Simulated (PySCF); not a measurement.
## Computed structure and properties of [Dy(OH)4]−

System: [Dy(OH)4]− (singlet in the valence; each metal's 4f electrons, 9 of them, lie in its core potential, out of spins and levels); start: template (S4). Method: PySCF 2.14.0, RKS PBE0, Dy lcecp-1-SVP with ECP55, O def2-SVP, H def2-SVP; non-relativistic Hamiltonian with scalar-relativistic core potentials where named; density fitting; no spin-orbit coupling.

Input of the relaxation:

```python
mol = gto.M(atom='''
Dy     0.00000    -0.00000     0.00000
O      1.24350     1.24350     1.24350
H      2.01060     1.51560     1.76310
O     -1.24350    -1.24350     1.24350
H     -2.01060    -1.51560     1.76310
O      1.24350    -1.24350    -1.24350
H      1.51560    -2.01060    -1.76310
O     -1.24350     1.24350    -1.24350
H     -1.51560     2.01060    -1.76310''',
    basis={'Dy': 'lcecp-1-SVP', 'O': 'def2-SVP', 'H': 'def2-SVP'},
    ecp={'Dy': 'lcecp-1-SVP'},
    charge=-1, spin=0)
mf = dft.RKS(mol, xc='PBE0')
mf.grids.atom_grid = (50, 194)  # f atoms: unpruned, at least (60, 302)
mf = mf.density_fit()  # fitting sets: Dy AutoAux, O def2-universal-JKFIT, H def2-universal-JKFIT
mf.conv_tol = 1e-08; mf.max_cycle = 55
mf.kernel(dm0)  # dm0: converged density of the start geometry
# quasi-Newton relaxation in Cartesian coordinates to a largest gradient under 0.00045 Eh/bohr, steps kept in the point group
```

Run from Python with OMP_NUM_THREADS=2; the lines above give its settings. Where DIIS fails, smearing, a level shift and second-order steps follow.
It took 2 min on 2 threads of Arm Neoverse V2, on a shared host, from the converged density of the start.

Course of the relaxation:

```csv
step,energy above end (eV),largest force component within the symmetry (eV/Å)
0,0.0687,0.484
1,0.0176,0.184
2,0.0065,0.015
3,0.0064,0.009
4,0.0061,0.025
5,0.0058,0.041
6,0.0056,0.034
7,0.0054,0.011
21,0.0010,0.013
22,0.0006,0.022
23,0.0004,0.055
24,0.0002,0.014
25,0.0000,0.010
26,0.0000,0.022
```
(The steps between are left out.)

Relaxed geometry (S4, nearly Td):

```xyz
9

Dy    0.0000    0.0000    0.0000
O     1.3428    1.0783    1.2197
H     1.9177    1.6056    1.7680
O    -1.3428   -1.0783    1.2197
H    -1.9177   -1.6056    1.7680
O     1.0783   -1.3428   -1.2197
H     1.6056   -1.9177   -1.7680
O    -1.0783    1.3428   -1.2197
H    -1.6056    1.9177   -1.7680
```

| contact | Å |
| --- | --- |
| Dy1–O2 (OH) | 2.110 |
| Dy1–O4 (OH) | 2.110 |
| Dy1–O6 (OH) | 2.110 |
| Dy1–O8 (OH) | 2.110 |

On the finer grid (75, 302):

The HOMO is -2.30 eV and the LUMO is 4.27 eV. The dipole about the centre of mass is 0.00 D and the set of Mulliken populations of Dy1 outside the core potential is s 2.18, p 6.50, d 1.43, f 0.09. The D3(BJ) dispersion energy (not in the energies) is -0.120 eV.

```tsv
atom	Mulliken (e)	Löwdin (e)	spin (e)
Dy1	0.79	0.26	0.00
O2	-0.57	-0.36	0.00
H3	0.12	0.04	0.00
O4	-0.57	-0.36	0.00
H5	0.12	0.04	0.00
O6	-0.57	-0.36	0.00
H7	0.12	0.04	0.00
O8	-0.57	-0.36	0.00
H9	0.12	0.04	0.00
```

The 4f levels lie in the core potential and are missing. Their spin isn't counted.

On the grid (50, 194), as all that follows. Harmonic modes: a minimum; lowest 115 cm⁻¹ (negative: unstable), highest 4031 cm⁻¹, zero-point energy 1.257 eV.

Taking off one OH (charge -1, singlet; the rest: singlet) in vacuum, both parts rigid, costs 5.65 eV; the small basis without counterpoise inflates it.

Rigid scan of OH along the line from its metal:

| distance to O2 (Å) | energy (eV) |
| --- | --- |
| 1.81 | 1.108 |
| 1.91 | 0.419 |
| 2.01 | 0.090 |
| 2.11 | 0.000 |
| 2.21 | 0.066 |
| 2.31 | 0.231 |
| 2.51 | 0.712 |
| 2.81 | 1.523 |
| 3.21 | 2.478 |
| 3.71 | 3.379 |

One start shape was tried, so this needn't be the lowest isomer.

An lcecp potential fixes the number of 4f electrons, so in runs with it no electron can move into or out of that shell.
